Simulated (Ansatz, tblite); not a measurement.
Removing and adding an electron: the cluster GeCl₂. Charge 0, multiplicity 1. Geometry: B3LYP-D4/def2-TZVP. Ansatz, gas phase; energy differences of separate SCF runs; the oxidised species was run as a doublet alone; the reduced species was run as a doublet alone.

| atom | x (Å) | y (Å) | z (Å) |
| --- | --- | --- | --- |
| Ge1 | -0.473 | 0.556 | -0.592 |
| Cl2 | 1.700 | 0.262 | -0.367 |
| Cl3 | -1.227 | -0.817 | 0.959 |

The xTB rows come from tblite. Correlated methods freeze 19 core orbitals; core or outer-core shells of Ge are correlated, in sets that lack core-valence functions. The structure comes from a short search, and lower isomers may exist.

Question: Estimate orbital energies and vertical ionisation energies and electron affinities at: GFN1-xTB; GFN2-xTB; HF/def2-TZVPD; HF/def2-TZVPP; PBE-D4/def2-TZVP; PBE-D4/def2-TZVPD; r2SCAN-D4/def2-TZVP; r2SCAN-D4/def2-TZVPD; PBE0-D4/def2-TZVP; PBE0-D4/def2-TZVPD; MP2/def2-TZVPD; MP2/def2-TZVPP; CCSD/def2-TZVPD; CCSD/def2-TZVPP; CCSD(T)/def2-TZVPD; CCSD(T)/def2-TZVPP.

Answer: 
| level | −HOMO (eV) | vertical IE (eV) | −LUMO (eV) | vertical EA (eV) | HOMO–LUMO gap (eV) | IE − EA (eV) | remarks |
| --- | --- | --- | --- | --- | --- | --- | --- |
| GFN1-xTB | 10.78 | 13.77 | 8.13 | 5.41 | 2.65 | 8.36 | – |
| GFN2-xTB | 11.46 | 14.67 | 7.79 | 4.34 | 3.67 | 10.34 | – |
| HF/def2-TZVPD | – | – | – | 0.95 | – | – | – |
| HF/def2-TZVPP | – | 9.68 | – | – | – | – | – |
| PBE-D4/def2-TZVP | 7.04 | 10.14 | 3.86 | – | 3.18 | – | – |
| PBE-D4/def2-TZVPD | 7.12 | – | 3.93 | 1.18 | 3.19 | – | HOMO above zero (-1 doublet) |
| r2SCAN-D4/def2-TZVP | 7.35 | 10.29 | 3.86 | – | 3.49 | – | – |
| r2SCAN-D4/def2-TZVPD | 7.39 | – | 3.89 | 1.35 | 3.50 | – | HOMO above zero (-1 doublet) |
| PBE0-D4/def2-TZVP | 8.16 | 10.34 | 3.15 | – | 5.01 | – | – |
| PBE0-D4/def2-TZVPD | 8.21 | – | 3.19 | 1.32 | 5.02 | – | HOMO above zero (-1 doublet) |
| MP2/def2-TZVPD | – | – | – | 1.20 | – | – | – |
| MP2/def2-TZVPP | – | 10.44 | – | – | – | – | – |
| CCSD/def2-TZVPD | – | – | – | 1.23 | – | – | – |
| CCSD/def2-TZVPP | – | 10.37 | – | – | – | – | – |
| CCSD(T)/def2-TZVPD | – | – | – | 1.21 | – | – | – |
| CCSD(T)/def2-TZVPP | – | 10.34 | – | – | – | – | – |

   A HOMO above zero means that the electron is unbound at that level or that self-interaction error raises the level; the energy of removing that electron tells which. Raw xTB energy differences between charge states are shifted by several eV; the methods need an empirical correction for them.
